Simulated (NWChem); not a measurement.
FeHOF, quintet; SMILES [OH][Fe][F]

```xyz
4

Fe    -0.0038    -0.0194     0.0000
F     -0.0066    -1.7592     0.0000
O     -0.0645     1.7465     0.0000
H      0.6749     2.3653     0.0000
```
Atoms are numbered in this order, from 1.

Computed with NWChem. Pople sets run with spherical d functions. Spin-unrestricted. In the optimisation the excess spin sits in a' and a" (Cs, its own frame). Structure relaxed at the B3LYP/6-31G* (spherical d), spin-unrestricted level. The spin multiplicity was typed, not searched, and may not be the lowest. No stability test was run on the SCF state.

For level PBE0/3-21G:

```
Quantity                                                     Result
-----------------------------------------------------------  ------
highest occupied level (eV)                                   -6.45
lowest empty minus highest occupied level, either spin (eV)    4.39
dipole (D)                                                     2.07
```

How do the values read with level PBE0/6-31G* instead?

The highest occupied level (eV) is -6.64. The lowest empty minus highest occupied level, either spin (eV) is 3.78 and the dipole (D) comes out as 1.94.
